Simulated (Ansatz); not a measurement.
Ansatz (a quantum-chemistry and plane-wave program) input:

Ansatz 0.2 input:
```yaml
crystal:
  periodic: [false, false, false]
  atoms:
    - {symbol: I, position_ang: [2.06232664, -0.38419301, 0.06906732]}
    - {symbol: C, position_ang: [-0.08611276, -0.14602554, -0.00981565]}
    - {symbol: C, position_ang: [-0.95142075, -1.28535611, -0.09441934]}
    - {symbol: C, position_ang: [-2.31223456, -1.07152382, -0.14168992]}
    - {symbol: Se, position_ang: [-2.49458344, 0.85449298, -0.06687269]}
    - {symbol: C, position_ang: [-0.62595416, 1.09604702, 0.02092798]}
    - {symbol: H, position_ang: [-0.52903329, -2.28590168, -0.11970208]}
    - {symbol: H, position_ang: [-0.10410829, 2.03652055, 0.08278723]}
basis:
  gaussian:
    orbitals: def2-TZVPD
hamiltonian:
  xc: {name: BHLYP}
total_charge: -1
output: {forces: true}
```

Q: Predict the final energy.

A: -2852.74940 Eh (BHLYP/def2-TZVPD). The basis has 282 functions.

It need not be the lowest isomer of its formula. Whether it binds its extra electron was not tested at this geometry.
